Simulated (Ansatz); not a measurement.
The cluster Li7O3. The state is a doublet with charge 0. Geometry PBE-D4/def2-SVP, that of the charge +1 singlet; atoms count from 1.

Cartesian coordinates in Å:
```
Li -1.714 -0.481 0.067
Li 0.929 -1.295 0.796
Li 0.130 0.738 0.353
Li -2.017 1.804 -1.988
Li -1.092 -0.786 3.077
Li 3.314 0.154 -0.526
Li 0.470 -0.009 -1.719
O -1.092 0.694 -1.154
O 1.681 -0.163 -0.390
O -0.611 -0.655 1.484
```

The structure comes from a short search, and lower isomers may exist.

**Question.** Estimate the Mulliken populations from the PBE0/def2-TZVP orbitals of Ansatz.

**Answer.** 
```json
{"atom": "Li1", "charge (e)": "0.71", "spin (α − β)": "0.03"}
{"atom": "Li2", "charge (e)": "0.71", "spin (α − β)": "0.03"}
{"atom": "Li3", "charge (e)": "0.81", "spin (α − β)": "-0.09"}
{"atom": "Li4", "charge (e)": "0.42", "spin (α − β)": "0.34"}
{"atom": "Li5", "charge (e)": "0.42", "spin (α − β)": "0.34"}
{"atom": "Li6", "charge (e)": "0.42", "spin (α − β)": "0.34"}
{"atom": "Li7", "charge (e)": "0.71", "spin (α − β)": "0.03"}
{"atom": "O8", "charge (e)": "-1.41", "spin (α − β)": "-0.01"}
{"atom": "O9", "charge (e)": "-1.41", "spin (α − β)": "-0.01"}
{"atom": "O10", "charge (e)": "-1.41", "spin (α − β)": "-0.01"}
```
Mulliken values and Mayer orders depend strongly on the basis.

**Question.** Where does the spin sit?

**Answer.** Summed by element: Li 1.04, O -0.04, of 1 unpaired in all. Largest on single atoms: Li6 0.34, Li5 0.34, Li4 0.34.

**Question.** And the Mayer bond orders between bonded heavy atoms (over 0.3)?

**Answer.** Li4–O8 0.45 (1.67 Å); Li5–O10 0.45 (1.67 Å); Li6–O9 0.45 (1.67 Å).
